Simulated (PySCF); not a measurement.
## Bond length, frequency and bond energy of SiPb by level of theory

State: ³Σ⁻ (triplet), unpaired electrons π ↑↑. Set-up: PySCF, scalar-relativistic core potentials, basis sets Si def2-SVP, Pb def2-SVP with ECP60. De refers to Si + Pb in their high-spin ground configurations, without counterpoise correction. The functionals are run spin-unrestricted. A positive dipole means Si(−)Pb(+).

```csv
Level,Re (Å),ωe (cm⁻¹),De (eV),μ (D),"CPU s a point (SCF and correlation, without the integrals)"
UHF,2.552,358,0.84,1.69,0.082
UHF-MP2,2.602,316,2.01,n/a,0.13
UHF-SCS-MP2,2.592,324,1.79,n/a,n/a
UHF-CCSD,2.603,320,1.88,n/a,n/a
UHF-CCSD(T),2.620,308,2.04,n/a,1.7
PBE,2.637,300,2.82,1.52,0.65
BLYP,2.669,286,2.68,1.23,0.61
r²SCAN,2.605,315,2.57,1.62,0.76
PBE0,2.592,324,2.54,1.63,0.72
M06,2.625,310,3.08,1.76,0.69
M06-2X,2.566,334,2.21,1.32,0.99
CAM-B3LYP,2.567,337,2.29,1.31,1.4
```

(1) Which functional lies closest to UHF-CCSD(T) in De, which farthest, and by how much do they differ from it?

(2) What does a quarter of exact exchange do here, going from PBE to PBE0?

(3) What does the step from GGA to meta-GGA do here, going from PBE to r²SCAN?

Correlated steps freeze 9 core orbitals. Correlated levels converge slowly with the basis: in double zeta they bind strong bonds too weakly, by up to about 1 eV, and carry superposition errors of some tenths. These are scalar-relativistic numbers at best; spin–orbit coupling would shift them, the dissociation energy most. The state is the lowest determinant that a PBE0 search found; another state may lie lower at other levels.

The whole job (state search and all levels along the bond) took about 2 min on 1 thread of Arm Neoverse V2 (shared host), peak memory 0.52 GiB.

Results:

(1) Closest is M06-2X (-5.4 pm in Re, +8.4 % in ωe, +0.17 eV in De against UHF-CCSD(T) in the same basis), farthest M06 (+0.5 pm in Re, +0.6 % in ωe, +1.04 eV in De). CCSD(T) converges more slowly with the basis than the functionals do and binds too weakly in this one, so the order can change at the basis-set limit.

(2) PBE0 less PBE: -4.5 pm in Re, +8.0 % in ωe, -0.28 eV in De. Exact exchange removes part of the self-interaction that spreads semilocal densities, and in most molecules shortens and stiffens the bond and lowers De; so it does here.

(3) r²SCAN less PBE: -3.2 pm in Re, +5.0 % in ωe, -0.25 eV in De.
